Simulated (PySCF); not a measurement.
**Working out the excitation energy of Te⁺**

Te⁺ [Kr] 4d10 5s2 5p3 (4S) → Te⁺ [Kr] 4d10 5s2 5p2 6s1 (4P). All numbers are calculated (PySCF 2.14, scalar relativity through the core potential, in aug-cc-pwCVDZ-PP with ECP28MDF (6s5p4d1f, 48 functions)). Frozen: 4s2 4p6 4d10. Energies in hartree (1 hartree = 27.21139 eV):

```csv
part,Te⁺ (lower),Te⁺ (upper)
UHF,-266.715858,-266.341823
CCSD correlation,-0.066044,-0.067570
(T),-0.000950,-0.001279
```

Task: What does Hartree-Fock give?

Result: (-266.341823) − (-266.715858) = 0.374035 hartree = 10.178 eV.

Task: What do CCSD and CCSD(T) give?

Result: The CCSD correlation energies differ by -0.001526 hartree = -0.042 eV and the triples by -0.000329 hartree = -0.009 eV, so CCSD gives 10.136 eV and CCSD(T) 10.127 eV.

A double-zeta basis recovers only part of the correlation energy.
